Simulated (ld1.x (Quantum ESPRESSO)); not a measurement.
## titanium (Ti): TM semilocal pseudisation with PBEsol, scalar-relativistic reference atom.

Input for ld1.x (Quantum ESPRESSO) 7.5:

```
&input
   title='Ti', zed=22., rel=1, dft='PBESOL', iswitch=3,
   config='[Ar] 3d2 4s1.5 4p0',
   nld=3, rlderiv=2.55, eminld=-7.0, emaxld=5.0, deld=0.02
 /
 &inputp
   pseudotype=1, tm=.true., lloc=0,
   nlcc=.false.,
   file_pseudopw='Ti.pp', file_wfcaegen='ae.wfc', file_wfcncgen='nc.wfc'
 /
3
3P  2  1   6.00   0.00  1.10  1.10  0.0
3D  3  2   2.00   0.00  2.35  2.35  0.0
3S  1  0   2.00   0.00  1.30  1.30  0.0
 &test
   configts(1)='3s2 3p6 3d2 4s1.5 4p0'
 /
```

Command:

```bash
ld1.x < Ti.in > Ti.out
```

The program printed (shortened: banner, matrices, multipoles, cross overlaps and the repeated all-electron block are left out):

```
Program LD1 v.7.5
     --------------------------- All-electron run ----------------------------

     Ti
     scalar relativistic calculation

     atomic number is 22.00
     dft =PBESOL   lsd =0 sic =0 latt =0  beta=0.20 tr2=1.0E-14
     Exchange-correlation= PBESOL
                           (   1   4  10   8   0   0   0)
     mesh =1177 r(mesh) = 100.37945 a.u. xmin = -7.00 dx = 0.01250
     1 Ry =  13.60569312 eV, c = 137.03599908

     n l     nl                  e(Ry)          e(Ha)          e(eV)
     1 0     1S 1( 2.00)      -357.6744      -178.8372     -4866.4076
     2 0     2S 1( 2.00)       -39.6650       -19.8325      -539.6695
     2 1     2P 1( 6.00)       -32.8808       -16.4404      -447.3664
     3 0     3S 1( 2.00)        -4.8450        -2.4225       -65.9190
     3 1     3P 1( 6.00)        -3.1051        -1.5526       -42.2475
     3 2     3D 1( 2.00)        -0.5637        -0.2819        -7.6696
     4 0     4S 1( 1.50)        -0.5389        -0.2695        -7.3322
     4 1     4P 1( 0.00)        -0.2879        -0.1440        -3.9177

     final scf error:  2.7E-15 reached in  24 iterations

     Etot =   -1704.983158 Ry,    -852.491579 Ha,  -23197.477625 eV

     Ekin =    1719.118332 Ry,     859.559166 Ha,   23389.796473 eV
     Encl =   -4050.303158 Ry,   -2025.151579 Ha,  -55107.181825 eV
     Eh   =     707.908734 Ry,     353.954367 Ha,    9631.588991 eV
     Exc  =     -81.707066 Ry,     -40.853533 Ha,   -1111.681264 eV

     normalization and overlap integrals

     s(1S/1S) =  1.000000  <r> =   0.0696  <r2> =    0.0065  r(max) =   0.0455
     s(2S/2S) =  1.000000  <r> =   0.3253  <r2> =    0.1251  r(max) =   0.2682
     s(2P/2P) =  1.000000  <r> =   0.2901  <r2> =    0.1038  r(max) =   0.2196
     s(3S/3S) =  1.000000  <r> =   1.0081  <r2> =    1.1728  r(max) =   0.8685
     s(3P/3P) =  1.000000  <r> =   1.0869  <r2> =    1.3931  r(max) =   0.9016
     s(3D/3D) =  1.000000  <r> =   1.5666  <r2> =    3.2789  r(max) =   0.9841
     s(4S/4S) =  1.000000  <r> =   3.3261  <r2> =   12.6430  r(max) =   2.8475
     s(4P/4P) =  1.000000  <r> =   4.2521  <r2> =   20.8652  r(max) =   3.5217

     ------------------------ End of All-electron run ------------------------

     --------------------- Generating NC pseudopotential ---------------------

      Generating local pot.: lloc=0, matching radius rcloc =   1.3000

      Wfc   3P  rcut= 1.088  Using Troullier-Martins method

      Wfc   3D  rcut= 2.361  Using Troullier-Martins method

     ------------------- End of pseudopotential generation -------------------

     Computing logarithmic derivative in   2.56056
     Computing logarithmic derivative in   2.56056
     Computing the partial wave expansion
       no projector for channel:   0
     R is outside the sphere for l=    1 j= 0.00
     R is outside the sphere for l=    2 j= 0.00

     ---------------------- Testing the pseudopotential ----------------------

     Ti
     scalar relativistic calculation

     atomic number is 22.00   valence charge is 12.00
     dft =PBESOL   lsd =0 sic =0 latt =0  beta=0.20 tr2=1.0E-14
     mesh =1177 r(mesh) = 100.37945 xmin = -7.00 dx = 0.01250

     n l     nl             e AE (Ry)        e PS (Ry)    De AE-PS (Ry)
     1 0     3S   1( 2.00)       -4.84496       -4.84498        0.00002
     2 1     3P   1( 6.00)       -3.10513       -3.10518        0.00005
     3 2     3D   1( 2.00)       -0.56371       -0.56371        0.00000
     2 0     4S   1( 1.50)       -0.53891       -0.55366        0.01476  !
     3 1     4P   1( 0.00)       -0.28794       -0.28846        0.00051

     eps = 9.8E-15  iter = 57

     Etot =   -1704.983158 Ry,    -852.491579 Ha,  -23197.477625 eV
     Etotps =  -114.991361 Ry,     -57.495681 Ha,   -1564.537176 eV

     Ekin =      42.447533 Ry,      21.223767 Ha,     577.528114 eV
     Encl =    -225.341817 Ry,    -112.670908 Ha,   -3065.931605 eV
     Ehrt =      88.871786 Ry,      44.435893 Ha,    1209.162252 eV
     Ecxc =     -13.575583 Ry,      -6.787791 Ha,    -184.705214 eV
     Epseu=      -7.393282 Ry,      -3.696641 Ha,    -100.590723 eV

     ---------------------- End of pseudopotential test ----------------------
```

Generation and configuration tests took about 2.9 s on one core of a shared server CPU.

Transferability test of the new file with ld1.x, input:

```
&input
   title='Ti', zed=22., rel=1, dft='PBESOL', iswitch=2,
   config='[Ar] 3d2 4s1.5 4p0'
 /
 &test
   file_pseudo='Ti.pp', nconf=8,
   configts(1)='3s2 3p6 3d2 4s1.5 4p0',
   configts(2)='3s2 3p6 3d2 4s2 4p0',
   configts(3)='3s2 3p6 3d2 4s1 4p0',
   configts(4)='3s2 3p6 3d2 4s0 4p0',
   configts(5)='3s2 3p6 3d3 4s0 4p0',
   configts(6)='3s2 3p6 3d2 4s0 4p2',
   configts(7)='3s2 3p6 3d2 4s0 4p1',
   configts(8)='3s1 3p6 3d2 4s2 4p0'
 /
```

```bash
ld1.x < Ti.test.in > Ti.test.out
```

Pseudopotential blocks of its output, shortened (energy terms left out):

```
     ---------------------- Testing the pseudopotential ----------------------

     n l     nl             e AE (Ry)        e PS (Ry)    De AE-PS (Ry)
     1 0     3S   1( 2.00)       -4.84496       -4.84498        0.00002
     2 1     3P   1( 6.00)       -3.10513       -3.10518        0.00005
     3 2     3D   1( 2.00)       -0.56371       -0.56371        0.00000
     2 0     4S   1( 1.50)       -0.53891       -0.55366        0.01476  !
     3 1     4P   1( 0.00)       -0.28794       -0.28846        0.00051

     eps = 9.5E-15  iter = 72

     Etot =   -1704.983158 Ry,    -852.491579 Ha,  -23197.477625 eV
     Etotps =  -114.991361 Ry,     -57.495681 Ha,   -1564.537176 eV

     ---------------------- End of pseudopotential test ----------------------

          ---------------------- Testing the pseudopotential ----------------------

     n l     nl             e AE (Ry)        e PS (Ry)    De AE-PS (Ry)
     1 0     3S   1( 2.00)       -4.59005       -4.58407       -0.00598  !
     2 1     3P   1( 6.00)       -2.84991       -2.84429       -0.00561  !
     3 2     3D   1( 2.00)       -0.31423       -0.30948       -0.00475
     2 0     4S   1( 2.00)       -0.32905       -0.34004        0.01099  !
     3 1     4P   1( 0.00)       -0.10650       -0.10577       -0.00073

     eps = 8.8E-15  iter = 58

     Etot =   -1705.199513 Ry,    -852.599756 Ha,  -23200.421283 eV
     Etotps =  -115.214149 Ry,     -57.607074 Ha,   -1567.568349 eV
     dEtot_ae =      -0.216355 Ry
     dEtot_ps =      -0.222787 Ry,   Delta E=       0.006432 Ry

     ---------------------- End of pseudopotential test ----------------------

          ---------------------- Testing the pseudopotential ----------------------

     n l     nl             e AE (Ry)        e PS (Ry)    De AE-PS (Ry)
     1 0     3S   1( 2.00)       -5.12616       -5.13381        0.00765  !
     2 1     3P   1( 6.00)       -3.38641       -3.39362        0.00721  !
     3 2     3D   1( 2.00)       -0.83681       -0.84264        0.00584  !
     2 0     4S   1( 1.00)       -0.76073       -0.77998        0.01925  !
     3 1     4P   1( 0.00)       -0.48378       -0.48599        0.00221

     eps = 9.4E-15  iter = 36

     Etot =   -1704.658649 Ry,    -852.329325 Ha,  -23193.062459 eV
     Etotps =  -114.658369 Ry,     -57.329184 Ha,   -1560.006581 eV
     dEtot_ae =       0.324509 Ry
     dEtot_ps =       0.332993 Ry,   Delta E=      -0.008484 Ry

     ---------------------- End of pseudopotential test ----------------------

          ---------------------- Testing the pseudopotential ----------------------

     n l     nl             e AE (Ry)        e PS (Ry)    De AE-PS (Ry)
     1 0     3S   1( 2.00)       -5.75687       -5.78662        0.02975  !
     2 1     3P   1( 6.00)       -4.01591       -4.04387        0.02796  !
     3 2     3D   1( 2.00)       -1.44228       -1.46488        0.02260  !
     2 0     4S   1( 0.00)       -1.22415       -1.25728        0.03313  !
     3 1     4P   1( 0.00)       -0.89555       -0.90464        0.00908  !

     eps = 7.0E-15  iter = 36

     Etot =   -1703.668568 Ry,    -851.834284 Ha,  -23179.591723 eV
     Etotps =  -113.642720 Ry,     -56.821360 Ha,   -1546.187977 eV
     dEtot_ae =       1.314590 Ry
     dEtot_ps =       1.348641 Ry,   Delta E=      -0.034052 Ry

     ---------------------- End of pseudopotential test ----------------------

          ---------------------- Testing the pseudopotential ----------------------

     n l     nl             e AE (Ry)        e PS (Ry)    De AE-PS (Ry)
     1 0     3S   1( 2.00)       -4.79791       -4.81043        0.01252  !
     2 1     3P   1( 6.00)       -3.07245       -3.08253        0.01008  !
     3 2     3D   1( 3.00)       -0.58624       -0.59695        0.01071  !
     2 0     4S   1( 0.00)       -0.65179       -0.66633        0.01454  !
     3 1     4P   1( 0.00)       -0.40291       -0.40520        0.00229

     eps = 9.2E-15  iter = 72

     Etot =   -1704.658458 Ry,    -852.329229 Ha,  -23193.059853 eV
     Etotps =  -114.651166 Ry,     -57.325583 Ha,   -1559.908587 eV
     dEtot_ae =       0.324700 Ry
     dEtot_ps =       0.340195 Ry,   Delta E=      -0.015495 Ry

     ---------------------- End of pseudopotential test ----------------------

          ---------------------- Testing the pseudopotential ----------------------

     n l     nl             e AE (Ry)        e PS (Ry)    De AE-PS (Ry)
     1 0     3S   1( 2.00)       -4.77909       -4.79615        0.01706  !
     2 1     3P   1( 6.00)       -3.03842       -3.05477        0.01635  !
     3 2     3D   1( 2.00)       -0.48553       -0.49801        0.01249  !
     2 0     4S   1( 0.00)       -0.42989       -0.44961        0.01972  !
     3 1     4P   1( 2.00)       -0.18958       -0.19379        0.00421

     eps = 6.7E-15  iter = 60

     Etot =   -1704.736055 Ry,    -852.368028 Ha,  -23194.115626 eV
     Etotps =  -114.723499 Ry,     -57.361750 Ha,   -1560.892723 eV
     dEtot_ae =       0.247102 Ry
     dEtot_ps =       0.267862 Ry,   Delta E=      -0.020760 Ry

     ---------------------- End of pseudopotential test ----------------------

          ---------------------- Testing the pseudopotential ----------------------

     n l     nl             e AE (Ry)        e PS (Ry)    De AE-PS (Ry)
     1 0     3S   1( 2.00)       -5.21654       -5.23882        0.02228  !
     2 1     3P   1( 6.00)       -3.47607       -3.49730        0.02123  !
     3 2     3D   1( 2.00)       -0.91718       -0.93409        0.01691  !
     2 0     4S   1( 0.00)       -0.80823       -0.83328        0.02505  !
     3 1     4P   1( 1.00)       -0.52981       -0.53640        0.00660  !

     eps = 8.0E-15  iter = 72

     Etot =   -1704.380907 Ry,    -852.190453 Ha,  -23189.283581 eV
     Etotps =  -114.362880 Ry,     -57.181440 Ha,   -1555.986252 eV
     dEtot_ae =       0.602251 Ry
     dEtot_ps =       0.628481 Ry,   Delta E=      -0.026230 Ry

     ---------------------- End of pseudopotential test ----------------------

          ---------------------- Testing the pseudopotential ----------------------

     n l     nl             e AE (Ry)        e PS (Ry)    De AE-PS (Ry)
     1 0     3S   1( 1.00)       -5.66498       -5.68864        0.02367  !
     2 1     3P   1( 6.00)       -3.90002       -3.91860        0.01859  !
     3 2     3D   1( 2.00)       -1.26170       -1.23728       -0.02442  !
     2 0     4S   1( 2.00)       -0.89349       -0.91891        0.02542  !
     3 1     4P   1( 0.00)       -0.57546       -0.57455       -0.00090

     eps = 7.8E-15  iter = 51

     Etot =   -1700.093355 Ry,    -850.046677 Ha,  -23130.948468 eV
     Etotps =  -110.097840 Ry,     -55.048920 Ha,   -1497.957429 eV
     dEtot_ae =       4.889803 Ry
     dEtot_ps =       4.893521 Ry,   Delta E=      -0.003718 Ry

     ---------------------- End of pseudopotential test ----------------------
```
